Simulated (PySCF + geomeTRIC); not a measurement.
Species: C$_{3}$H$_{5}$, SMILES `C=[C]C` (charge 0, multiplicity 2).

Q: Give a relaxed geometry from PBE0-D4/def2-TZVP (PySCF + geomeTRIC).

A: the end point of this relaxation (outside a Z-matrix the atoms follow the SMILES, hydrogens last).
Z-matrix (Å, degrees):
```
C
C 1 1.3046
H 2 1.0860 1 122.36
H 2 1.0939 3 116.34 1 179.99
C 1 1.4593 2 140.49 3 -179.95
H 5 1.0935 1 111.20 2 -120.47
H 5 1.0935 6 107.41 1 121.86
H 5 1.0995 6 107.96 7 116.19
```
